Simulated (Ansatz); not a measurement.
CH$_{5}$AlF$_{2}$OSi, SMILES `[CH3][AlH][O][SiH](F)F`, relaxed with RKS PBE-D4/def2-SVP in Ansatz 0.2.0 from a rough embedded geometry. The force threshold is 0.03 eV/Å; the program also tests the step.

The species carries charge 0 and has multiplicity 1.

Start:

```xyz
11

C     0.335   -1.298    1.649
Al    0.898    0.309    0.560
O     0.878    0.259   -1.304
Si   -0.629    0.813   -1.713
F    -0.837    0.562   -3.417
F    -0.904    2.420   -1.385
H    -0.540   -1.022    2.226
H     0.083   -2.081    0.884
H     1.132   -1.598    2.239
H     1.321    1.657    1.342
H    -1.735   -0.022   -1.080
```

By how much does the energy fall, and how many steps does the optimiser take? (Best estimate.)

Computed: 23.53 kcal/mol, in 18 steps.

Which bonds change most? (Estimate.)

Computed: Al2–O3 from 1.865 to 1.734 Å; Si4–F5 from 1.734 to 1.625 Å; C1–H9 from 1.036 to 1.111 Å; C1–Al2 from 2.021 to 1.952 Å.

Give the relaxed structure. (An estimate is asked.)

The calculation gave: 
```xyz
11

C     0.552   -1.379    1.875
Al    0.790    0.188    0.736
O    -0.266    0.360   -0.628
Si   -0.968    0.955   -1.975
F     0.013    0.735   -3.252
F    -1.185    2.560   -1.833
H    -0.127   -1.139    2.723
H     0.100   -2.231    1.327
H     1.512   -1.715    2.321
H     1.857    1.351    0.961
H    -2.279    0.316   -2.255
```
